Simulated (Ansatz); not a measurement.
This geometry of ClH3Sn + H2O (8 atoms, charge 0, multiplicity 1) is a first-order saddle point.

Level of theory: RKS PBE/def2-SVP in Ansatz 0.2.0.

```xyz
8
Properties=species:S:1:pos:R:3
Sn -0.272 0.033 -0.341
Cl -0.381 0.789 2.644
H 1.110 -0.798 0.244
H -0.249 1.729 -0.553
H -0.859 -0.760 -1.774
O -2.022 -0.379 0.818
H -2.178 -1.338 0.940
H -1.493 0.093 1.834
```

Q: Which two structures does it join? (They come from a converged band through this point; their orientation in space is the band's.)

A: Bonds broken: Sn1–Cl2, O6–H8. Bonds formed: Sn1–O6, Cl2–H8. ClH3Sn + H2O becomes ClH + H4OSn.

Image 0:

```xyz
8
Properties=species:S:1:pos:R:3
Sn 0.196 0.040 -0.115
Cl 0.143 -0.128 2.295
H 1.908 0.016 -0.402
H -0.476 1.550 -0.577
H -0.513 -1.382 -0.776
O -2.603 0.050 0.849
H -2.885 -0.884 0.838
H -2.114 0.109 1.700
```

Image 10:

```xyz
8
Properties=species:S:1:pos:R:3
Sn -0.319 -0.058 -0.495
Cl -0.582 0.842 3.016
H 1.061 -0.822 0.197
H -0.257 1.650 -0.590
H -0.784 -0.803 -1.986
O -1.941 -0.367 0.740
H -2.140 -1.319 0.844
H -1.382 0.246 2.085
```

Q: How far does it lie above each of them?

A: 0.71 eV above the first and 0.07 eV above the second. This is the barrier of this one path; another mechanism may lie lower. The orbitals stay closed-shell, which can raise the energy where a bond breaks towards radicals; this wasn't checked here.

The run took 4.7 min on 1 thread of AMD EPYC 7R43 64-Core Processor (Zen 3), on a shared host, peak memory 0.13 GiB.
